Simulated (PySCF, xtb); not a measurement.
C₂H₃BN₂O, SMILES OB1C=NC=N1. Other conformers were not sampled.

Harmonic wavenumbers (cm⁻¹) from GFN2-xTB (xtb 6.7.1) at its own minimum, in rising order: 130, 311, 351, 540, 571, 696, 767, 816, 820, 895, 915, 943, 1053, 1171, 1219, 1443, 1596, 1673, 3079, 3106, 3579.

### Question
What does PySCF with PBE-D3(BJ)/def2-SVP give at its own minimum? (An estimate is asked for; the answer gives what the named calculation found.)

### Answer
141, 340, 361, 566, 590, 709, 778, 812, 857, 866, 970, 973, 1155, 1235, 1296, 1473, 1558, 1623, 3064, 3082, 3679. Paired by order, the mean absolute difference is 37 cm⁻¹ and the zero-point energies are 36.7 and 37.4 kcal/mol.
